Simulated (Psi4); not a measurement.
fluoromethane (CH₃F), singlet, geometry from GFN2-xTB; MP2/def2-TZVPD (Psi4 1.11).

Psi4 was given this input:
```
memory 2 GB

molecule {
0 1
  C    -0.61381076    0.09837073    0.07127920
  F     0.72439532   -0.11609326   -0.08412091
  H    -0.86205911   -0.06032531    1.12128664
  H    -0.82870216    1.12501025   -0.22731794
  H    -1.14593208   -0.61006993   -0.56455569
}

set basis def2-tzvpd
set freeze_core true

energy('mp2')
print_variables()
```

Problem. Predict the main parts of the log of this Psi4 run.

Solution. 
```
    SCF Algorithm Type (re)set to DF.

   => Loading Basis Set <=

    Name: DEF2-TZVPD
    Role: ORBITAL
    Keyword: BASIS

         ---------------------------------------------------------
                                   SCF
               by Justin Turney, Rob Parrish, Andy Simmonett
                          and Daniel G. A. Smith
                              RHF Reference
         ---------------------------------------------------------

  ==> Geometry <==

    Molecular point group: c1
    Full point group: C1

    Geometry (in Angstrom), charge = 0, multiplicity = 1:

       Center              X                  Y                   Z               Mass
    ------------   -----------------  -----------------  -----------------  -----------------
         C           -0.717794867658     0.115035459870     0.083354426478    12.000000000000
         F            0.620411212342    -0.099428530130    -0.072045683522    18.998403162730
         H           -0.966043217658    -0.043660580130     1.133361866478     1.007825032230
         H           -0.932686267658     1.141674979870    -0.215242713522     1.007825032230
         H           -1.249916187658    -0.593405200130    -0.552480463522     1.007825032230

  Running in c1 symmetry.

  Rotational constants: A =      5.18680  B =      0.88213  C =      0.88213 [cm^-1]
  Rotational constants: A = 155496.35031  B =  26445.71113  C =  26445.71111 [MHz]
  Nuclear repulsion =   37.733725737409749

  Charge       = 0
  Multiplicity = 1
  Electrons    = 18
  Nalpha       = 9
  Nbeta        = 9

  ==> Algorithm <==

  SCF Algorithm Type is DF.
  DIIS enabled.
  MOM disabled.
  Fractional occupation disabled.
  Guess Type is SAD.
  Energy threshold   = 1.00e-08
  Density threshold  = 1.00e-08
  Integral threshold = 1.00e-12

  ==> Primary Basis <==

  Basis Set: DEF2-TZVPD
    Blend: DEF2-TZVPD
    Number of shells: 42
    Number of basis functions: 104
    Number of Cartesian functions: 116
    Spherical Harmonics?: true
    Max angular momentum: 3

   => Loading Basis Set <=

    Name: (DEF2-TZVPD AUX)
    Role: JKFIT
    Keyword: DF_BASIS_SCF

  ==> Integral Setup <==

  SCF_SUBTYPE=INCORE selected. In-core MEM_DF algorithm will be used.
  Using in-core AOs.

  ==> MemDFJK: Density-Fitted J/K Matrices <==

    J tasked:                   Yes
    K tasked:                   Yes
    wK tasked:                   No
    Algorithm:                 Core
    Schwarz Cutoff:           1E-12
[...]
  @DF-RHF Final Energy:  -139.10225666426825
    Total Energy =                       -139.1022566642682534
[...]

  //>>>>>>>>>>>>>>>>>>>>>>>>>>>>>>>>>>>//
  //               DFMP2               //
  //<<<<<<<<<<<<<<<<<<<<<<<<<<<<<<<<<<<//

   => Loading Basis Set <=

    Name: (DEF2-TZVPD AUX)
    Role: RIFIT
    Keyword: DF_BASIS_MP2

	 --------------------------------------------------------
	                          DF-MP2
	      2nd-Order Density-Fitted Moller-Plesset Theory

	        Rob Parrish, Justin Turney, Andy Simmonett,
	           Ed Hohenstein, and C. David Sherrill
	 --------------------------------------------------------

   => Auxiliary Basis Set <=

  Basis Set: (DEF2-TZVPD AUX)
    Blend: DEF2-TZVPD-RI
    Number of shells: 82
    Number of basis functions: 256
    Number of Cartesian functions: 308
    Spherical Harmonics?: true
    Max angular momentum: 4

	 --------------------------------------------------------
	                 NBF =   104, NAUX =   256
	 --------------------------------------------------------
	   CLASS    FOCC     OCC    AOCC    AVIR     VIR    FVIR
	   PAIRS       2       9       7      95      95       0
	 --------------------------------------------------------

	-----------------------------------------------------------
	 ==================> DF-MP2 Energies <====================
	-----------------------------------------------------------
	 Reference Energy          =    -139.1022566642682534 [Eh]
	 Singles Energy            =      -0.0000000000000000 [Eh]
	 Same-Spin Energy          =      -0.1012795698077901 [Eh]
	 Opposite-Spin Energy      =      -0.3253142084663739 [Eh]
	 Correlation Energy        =      -0.4265937782741641 [Eh]
	 Total Energy              =    -139.5288504425424208 [Eh]
	-----------------------------------------------------------
	 ================> DF-SCS-MP2 Energies <==================
	-----------------------------------------------------------
	 SCS Same-Spin Scale       =       0.3333333333333333 [-]
	 SCS Opposite-Spin Scale   =       1.2000000000000000 [-]
	 SCS Same-Spin Energy      =      -0.0337598566025967 [Eh]
	 SCS Opposite-Spin Energy  =      -0.3903770501596487 [Eh]
	 SCS Correlation Energy    =      -0.4241369067622454 [Eh]
	 SCS Total Energy          =    -139.5263935710304963 [Eh]
	-----------------------------------------------------------

  Variable Map:
  ----------------------------------------------------------------------------
[...]
  Array Variable Map:
  ----------------------------------------------------------------------------
[...]
[...]
```
